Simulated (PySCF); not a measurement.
The same groups moved round the core (phenanthrene mercapto). All species are isolated molecules in the gas phase. One relaxed conformer stands for each flexible species; it need not be the lowest. Strings in code marks are SMILES.

The numbers are results of PBE-D3(BJ)/def2-SVP // PBE0-D4/def2-SVP (PySCF 2.14.0), not measurements. Excitations are Tamm–Dancoff values on a coarser integration grid. The basis has no diffuse functions, so Rydberg states are missing or too high.

```tsv
species	HOMO–LUMO gap (eV)	S1 excitation (TDA) (eV)	T1 excitation (TDA) (eV)	HOMO (eV)	brightest of the four lowest singlets (TDA) (eV)	S1 oscillator strength
`c12c(cccc1)c1c(c(c2)S)cccc1` (H–S–C–C torsion 128°)	3.13	3.44	2.82	…	3.64	0.006
`Sc1ccc2c(ccc3ccccc32)c1` (H–S–C–C torsion 0°)	3.11	3.32	2.92	…	4.25	…
`c12ccccc2c2cc(ccc2cc1)S` (H–S–C–C torsion 180°)	3.08	3.40	2.80	…	3.59	0.010
`Sc1cccc2c1ccc1ccccc12` (H–S–C–C torsion 127°)	…	3.39	2.83	-5.28	…	0.026
```

**Question.** Complete the blanks.

**Answer.** 
- `c12c(cccc1)c1c(c(c2)S)cccc1` (H–S–C–C torsion 128°), HOMO (eV): -5.26
- `Sc1ccc2c(ccc3ccccc32)c1` (H–S–C–C torsion 0°), HOMO (eV): -5.11
- `Sc1ccc2c(ccc3ccccc32)c1` (H–S–C–C torsion 0°), S1 oscillator strength: 0.009
- `c12ccccc2c2cc(ccc2cc1)S` (H–S–C–C torsion 180°), HOMO (eV): -5.03
- `Sc1cccc2c1ccc1ccccc12` (H–S–C–C torsion 127°), HOMO–LUMO gap (eV): 3.12
- `Sc1cccc2c1ccc1ccccc12` (H–S–C–C torsion 127°), brightest of the four lowest singlets (TDA) (eV): 3.61
